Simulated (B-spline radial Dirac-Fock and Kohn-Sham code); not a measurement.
ΔSCF core binding energies without Breit or QED terms, calculated with a B-spline atomic structure program.

A sound run for the free dysprosium atom in the configuration 1s2 2s2 2p6 3s2 3p6 3d10 4s2 4p6 4d10 4f10 5s2 5p6 6s2: The ground state converged in 13 iterations, with total energy -12161.50569 Ha, virial ratio 1.91191 and highest orbital energy -5.11 eV. ΔSCF binding energies: K (1s) 54026.5 eV, L3 (2p3/2) 7810.4 eV, M5 (3d5/2) 1299.1 eV.

A second run, with one unsound setting: The ground state converged in 12 iterations, with total energy -9908.89825 Ha, virial ratio 2.33427 and highest orbital energy -3.94 eV. ΔSCF binding energies: K (1s) 50070.6 eV, L3 (2p3/2) 6552.8 eV, M5 (3d5/2) 1741.3 eV.

```
iter   energy (Ha)        error
   1    -9488.52121517  1.16e+01
   2    -9896.86505642  4.75e+00
   3    -9904.73347790  2.20e+00
   4    -9907.73776404  9.10e-01
   5    -9908.84445668  2.57e-01
   6    -9908.89550605  1.25e-02
   7    -9908.89798553  3.58e-03
   8    -9908.89824312  3.46e-04
   9    -9908.89825009  5.53e-05
  12    -9908.89825028  5.98e-08
```

Question: Which fault fits the second run best?
A. mesh too coarse
B. unbound anion
C. functional not served
D. overfilled shell

Answer: A. The input had h = 2.0: h is too large to resolve the orbitals.
